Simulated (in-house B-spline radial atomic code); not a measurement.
Radial electron density of the barium ion Ba⁶⁺, [Kr] 4d10 5s2 5p2. Level of theory: Dirac-Kohn-Sham BHandHLYP, spherical fractional occupations, Fermi nucleus of rms radius 4.8378 fm; calculated with an all-electron radial atomic-structure program (B-spline basis).

Caution: exact exchange at fractional occupations of open shells leaves self-interaction of up to several eV.

Columns: r (bohr), 4πr²n(r) (electrons per bohr), bar.

```
 0.00101    2.478 #
 0.00124    3.513 ##
 0.00152    4.938 ##
 0.00187    6.932 ###
  0.0023     9.64 ####
 0.00283    13.26 ######
 0.00349    18.06 ########
 0.00429    24.07 ###########
 0.00528    31.48 ###############
 0.00649    40.08 ##################
 0.00798    49.52 #######################
 0.00982    59.02 ###########################
  0.0121    67.33 ###############################
  0.0149    72.89 ##################################
  0.0183    74.56 ##################################
  0.0225    72.34 #################################
  0.0277    67.93 ###############################
   0.034    65.06 ##############################
  0.0419    67.66 ###############################
  0.0515    77.02 ###################################
  0.0634    89.15 #########################################
  0.0779    95.51 ############################################
  0.0959    90.14 ##########################################
   0.118    77.07 ####################################
   0.145    69.29 ################################
   0.178    74.14 ##################################
    0.22    81.65 ######################################
    0.27    73.59 ##################################
   0.332    49.99 #######################
   0.409    30.78 ##############
   0.503    28.81 #############
   0.619    32.82 ###############
   0.761    28.53 #############
   0.936    17.84 ########
    1.15     9.51 ####
    1.42    5.543 ###
    1.74    3.418 ##
    2.14    1.597 #
    2.64   0.4637 
    3.24  0.07964 
    3.99 0.006596 
    4.91 0.0002348 
    6.04 3.16e-06
```

On this grid the curve has 4 maxima, near 0.0183, 0.0779, 0.22, 0.619 bohr.

The 5s1/2 radial function P(r) = rR(r), positive near the nucleus, with its small component Q(r) (sign convention: Q ≈ (P' + κP/r)/2c):

| r (bohr) | P | Q |
| --- | --- | --- |
| 0.000357 | 0.0134 | -0.002797 |
| 0.00054 | 0.01936 | -0.004118 |
| 0.000818 | 0.02782 | -0.005991 |
| 0.00124 | 0.03966 | -0.008633 |
| 0.00187 | 0.05552 | -0.01225 |
| 0.00283 | 0.07635 | -0.01716 |
| 0.00429 | 0.1017 | -0.02354 |
| 0.00649 | 0.1283 | -0.03117 |
| 0.00982 | 0.1478 | -0.03914 |
| 0.0149 | 0.1436 | -0.04517 |
| 0.0225 | 0.09174 | -0.04507 |
| 0.034 | -0.02512 | -0.03405 |
| 0.0515 | -0.1778 | -0.01049 |
| 0.0779 | -0.239 | 0.0162 |
| 0.118 | -0.04745 | 0.02553 |
| 0.178 | 0.2923 | 0.00676 |
| 0.27 | 0.2561 | -0.01591 |
| 0.409 | -0.3281 | -0.00956 |
| 0.619 | -0.4536 | 0.009177 |
| 0.936 | 0.4059 | 0.007748 |
| 1.42 | 0.978 | -0.002512 |
| 2.14 | 0.5585 | -0.00354 |
| 3.24 | 0.09616 | -0.0007518 |
| 4.91 | 0.003212 | -2.777e-05 |
